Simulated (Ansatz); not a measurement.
Computed with Ansatz on PBE0-D4/def2-TZVP structures; ΔE is electronic, products minus reactants. CCSD(T)/CBS is the MP2 limit (def2-TZVPP, def2-QZVPP) plus CCSD(T) − MP2 in def2-TZVPP, frozen cores. DFT in def2-TZVPP. One conformer a species, not always the lowest.

Consider the formal exchange of groups at the Si–Si bond: `C[SiH2][SiH](C)Cl` + `S=CS` → `C[SiH2]C(=S)S` + `C[SiH2]Cl`.

```tsv
level	ΔE (eV)
B2PLYP	-0.13
PBE0	0.00
HF/def2-TZVPP	-0.12
MP2/CBS(def2)	-0.21
```

Q: What does CCSD(T)/CBS give? (An estimate is asked.)

A: Ansatz gave: -0.13 eV. The listed levels differ from it by 0.00, 0.13, 0.01, -0.08 eV.

Largest T1 diagnostic among the species: 0.018.
